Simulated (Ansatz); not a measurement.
C₄HF₇O (`FC1C(F)(F)OC(F)(F)C1(F)F`), relaxed with RKS PBE-D4/def2-SVP in Ansatz 0.2.0 from a rough embedded geometry. The force threshold is 0.03 eV/Å; the program also tests the step.

The species carries charge 0 and has multiplicity 1.

Start:

```xyz
13

F     0.046    2.262    0.272
C     0.226    0.918    0.415
C    -1.013    0.103    0.806
F    -2.059    0.574    0.227
F    -1.216    0.197    2.139
O    -0.799   -1.249    0.480
C     0.340   -1.184   -0.402
F     0.159   -2.045   -1.394
F     1.404   -1.646    0.342
C     0.530    0.220   -0.863
F    -0.377    0.564   -1.821
F     1.764    0.502   -1.331
H     0.995    0.784    1.129
```

(1) How much energy does the relaxation release, and in how many steps? (Estimate.)

(2) Which bonds change most? (Estimate.)

(3) Give the relaxed structure. (An estimate is asked.)

## Answers

(1) The calculation gave: 53.32 kJ/mol, in 6 steps, 1 of them rejected.

(2) Ansatz gave: C7–C10 from 1.490 to 1.563 Å; C3–F4 from 1.286 to 1.348 Å; C2–H13 from 1.058 to 1.111 Å; O6–C7 from 1.442 to 1.394 Å.

(3) Computed: 
```xyz
13

F    -0.189    2.287    0.143
C     0.171    1.002    0.399
C    -1.006    0.133    0.890
F    -2.169    0.529    0.335
F    -1.161    0.154    2.228
O    -0.715   -1.185    0.503
C     0.323   -1.249   -0.426
F    -0.039   -2.026   -1.454
F     1.418   -1.795    0.153
C     0.619    0.227   -0.848
F    -0.151    0.557   -1.911
F     1.917    0.410   -1.169
H     0.982    0.957    1.158
```
